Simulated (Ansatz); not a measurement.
Species: CRe, net charge 0, quartet state. The spin state was set by rule; other spins were not relaxed. SMILES: [C][Re]
Geometry: optimised at B3LYP-D3(BJ)/def2-TZVP (Ansatz, a program for electronic structure).

Quantity: vertical electron affinity (to the triplet state of charge -1; a negative value means that the extra electron is unbound and the number depends on the basis; each state is the SCF solution reached for its spin; the UHF <S^2> is 3.18 for the triplet (pure: 2.00) and 4.99 for the quartet (pure: 3.75); for the triplet the Hartree-Fock reference is unstable and T1 is 0.106; for the quartet T1 is 0.109), in eV. Cores are frozen in the correlated levels unless marked. UHF or UKS for open shells. Spin-orbit coupling is left out. Frozen are the shells of the preceding noble gas and the d and f shells that filled before the atom's block. Past Kr the def2 sets carry scalar-relativistic core potentials. Anions need diffuse functions: def2-D sets add few. 

| level | program | vertical electron affinity (eV) |
|---|---|---|
| SVWN5/def2-TZVPD | Ansatz | 1.99 |
| PBE/def2-TZVPD | Ansatz | 1.60 |
| PBE0/def2-TZVPD | Ansatz | 1.43 |
| BHLYP/def2-TZVPD | Ansatz | 1.45 |
| CAM-B3LYP/def2-TZVPD | Ansatz | 1.68 |
| wB97X-V/def2-TZVPD | Ansatz | 1.61 |
| CCSD/def2-SVPD | Ansatz | 1.35 |
| CCSD/def2-TZVPPD | Ansatz | 1.46 |
| CCSD(T)/def2-TZVPPD | Ansatz | 1.63 |
